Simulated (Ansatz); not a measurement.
Compare A (`CC1=C(I)C1`) with its isomer B (`C=CC(=C)I`).

Computed with Ansatz on PBE0-D4/def2-TZVP structures; ΔE is electronic, products minus reactants. CBS: MP2 limit from def2 TZ/QZ plus the TZ coupled-cluster correction, frozen cores. DFT in def2-TZVPP. B3LYP here is the variant with VWN-RPA as its local correlation; programs differ in this. Elements past krypton have def2 core potentials. For I outer-core shells are correlated without core-valence functions, which leaves a few kJ/mol of doubt a bond. One conformer a species, not always the lowest.

A:

```xyz
10

C     0.2294    1.3356   -0.6922
C     0.0896    0.0536   -0.0003
C     0.5375   -0.9183    0.7168
I     2.0901   -1.7516    1.7373
C    -0.8846   -1.0653    0.3086
H    -0.4867    2.0633   -0.2993
H     0.0161    1.2208   -1.7590
H     1.2375    1.7374   -0.5768
H    -1.6774   -0.8995    1.0407
H    -1.1515   -1.7761   -0.4759
```

B:

```xyz
10

C     0.8281   -0.2385   -1.6343
C     0.1200   -0.5021   -0.5411
C    -0.1720    0.3939    0.5636
C    -0.8955    0.0317    1.6200
I     0.5837    2.3500    0.4881
H     1.2766    0.7338   -1.8023
H     0.9760   -0.9972   -2.3925
H    -0.3126   -1.4931   -0.4140
H    -1.2921   -0.9782    1.6705
H    -1.1122    0.6997    2.4419
```

Which is lower in electronic energy at CCSD(T)/CBS, and by how much? (An estimate is asked.)

Ansatz gave: B, by 29.7 kcal/mol.

Give E(B) − E(A) in kcal/mol with B3LYP, CCSD(T)/def2-TZVPP, r2SCAN-D4, CCSD/def2-TZVPP, MP2/def2-TZVPP, PBE-D4, B3LYP-D4. (Best estimate.)

Computed: B3LYP -28.3, CCSD(T)/def2-TZVPP -29.0, r2SCAN-D4 -26.9, CCSD/def2-TZVPP -28.4, MP2/def2-TZVPP -26.3, PBE-D4 -25.1, B3LYP-D4 -29.7. None reverses the order clearly.

Largest T1 diagnostic: 0.010.

In def2-TZVPP, CCSD(T) changes the Hartree–Fock value by +1.1 kcal/mol (the triples alone add −0.6 kcal/mol) and MP2 by +3.8 kcal/mol. The D4 term adds −1.4 kcal/mol with B3LYP and −0.6 kcal/mol with PBE0; it sums over pairs of atoms, weighted by their polarisabilities, and B3LYP, whose exchange is more repulsive, gets the larger term.
